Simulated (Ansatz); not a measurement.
The first iterations of a band of BF2H + BrH (6 atoms, charge 0, multiplicity 1).

Level of theory: RHF/def2-SVP (Ansatz 0.2.0).

```yaml
movable_images: 7
climbing_image: yes
spring: 5.0 eV/Å²
optimiser: quadratic models (default)
start_path: through a guess of the saddle point
force_threshold: 0.05 eV/Å
iteration_limit: 60
end_points: relaxed
```

Initial state:

```xyz
6
Properties=species:S:1:pos:R:3
B -0.017 0.585 -0.251
H -0.023 0.972 0.873
F 1.104 0.417 -0.897
F -1.130 0.345 -0.886
Br 0.097 -2.872 1.227
H 0.105 -2.532 2.593
```

Final state:

```xyz
6
Properties=species:S:1:pos:R:3
B 0.020 -0.590 -0.688
H -0.001 0.307 2.635
F 1.119 0.092 -0.770
F -1.116 0.033 -0.742
Br 0.073 -2.492 -0.496
H 0.041 -0.435 2.719
```

| iteration | highest image above the first end (eV) | largest band force component (eV/Å) |
| --- | --- | --- |
| 1 | 3.574 | 6.325 |
| 2 | 2.416 | 3.674 |
| 3 | 2.236 | 4.545 |
| 4 | 1.986 | 3.978 |
| 5 | 1.998 | 0.948 |
| 6 | 1.969 | 3.263 |
| 7 | 1.907 | 1.419 |

Question: Does the band converge within its limit, and where does its top end?

Answer: The forces met the threshold. It ended after 21 iterations with the highest image 2.000 eV above the first end. Neighbouring images differ by up to 1.5 eV, so the band resolves the path poorly. A vibrational analysis at the climbing image gives one clearly imaginary mode, 1343i cm⁻¹: a first-order saddle point. The orbitals stay closed-shell, which can raise the energy where a bond breaks towards radicals; this wasn't checked here.

Run time: 3.9 min on 1 thread of Arm Neoverse V1, with other jobs on the host, peak memory 0.16 GiB.
